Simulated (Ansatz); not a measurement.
CH10B2Si2 (`B[Si](B)(C)[SiH3]`), relaxed with RKS PBE-D4/def2-SVP in the Gaussian-basis code of Ansatz from a rough embedded geometry. The force threshold is 0.03 eV/Å; the program also tests the step.

Total charge 0; spin multiplicity 1.

Start:

```xyz
15

B    -0.486   -0.209   -1.992
Si    0.120    0.022   -0.172
B     1.735    1.075   -0.159
C     0.471   -1.717    0.496
Si   -1.421    1.052    1.070
H     0.043    0.319   -2.900
H    -1.525   -0.785   -2.212
H     2.141    1.456    0.817
H     2.601    0.810   -1.009
H    -0.468   -2.245    0.544
H     0.838   -1.535    1.586
H     1.231   -2.189   -0.088
H    -1.721    2.428    0.505
H    -2.658    0.310    1.068
H    -0.901    1.209    2.446
```

```tsv
step	energy (eV)	largest force (eV/Å)	largest move (Å)
1	-18285.7002	2.745	0.000
2	-18286.3833	0.999	0.195
3	-18286.4963	0.411	0.200
4	-18286.5659	0.154	0.200
5	-18286.5897	0.185	0.200
6	-18286.5932	0.408	0.198
7	-18286.6251	0.169	0.200
8	-18286.6389	0.477	0.196
9	-18286.6417	0.761	0.193
10	-18286.7113	0.505	0.200
11	-18286.7517	0.338	0.195
14	-18286.8456	0.084	0.200
17	-18286.8674	0.180	0.075
20	-18286.9249	0.390	0.199
23	-18287.0012	0.287	0.200
26	-18287.2893	0.670	0.135
29	-18287.4210	0.457	0.097
32	-18287.5087	0.154	0.085
35	-18287.5184	0.076	0.100
38	-18287.5223	0.111	0.074
41	-18287.5254	0.090	0.054
44	-18287.5277	0.045	0.024
47	-18287.5290	0.024	0.021
```

End:

```xyz
15

B    -1.149    0.075   -1.241
Si    0.698   -0.431   -0.483
B     1.584    1.162    0.153
C     0.706   -2.083    0.445
Si   -0.662    1.214    0.561
H    -1.024    0.723   -2.267
H    -1.878   -0.904   -1.232
H     1.465    2.157   -0.549
H     2.398    1.180    1.058
H    -0.168   -2.151    1.126
H     1.640   -2.216    1.026
H     0.615   -2.917   -0.284
H    -0.938    2.685    0.481
H    -1.937    0.880   -0.557
H    -1.350    0.627    1.763
```

Run time 51 s (4 threads of a server CPU on a shared host); peak host memory 0.2 GiB.
